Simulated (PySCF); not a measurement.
**Cd²⁺: ionisation energy**

Cd²⁺ [Kr] 4d10 (1S) → Cd³⁺ [Kr] 4d9 (2D), as a difference of total energies. Calculation: PySCF 2.14, in x2c-TZVPPall (8s6p6d2f1g, 79 functions); scalar relativity by spin-free X2C-1e. Correlated levels: valence and next inner shell: [Ar] 3d10 frozen. The calculations carry no spin-orbit coupling.

Order these methods by the ionisation energy they give, lowest first.
A. MP2 (valence and next inner shell)
B. CCSD(T) (valence and next inner shell)
C. CCSD (valence and next inner shell)
D. UHF

D (35.883 eV), C (37.327 eV), B (37.388 eV), A (37.753 eV).

The reference lies between the lowest fine-structure levels, while these numbers refer to the centres of the terms.

Errors of the correlated levels include the incompleteness of this basis and the frozen core.

For comparison: 37.468 ± 0.006 eV (measured; NIST Atomic Spectra Database, ionization energies).
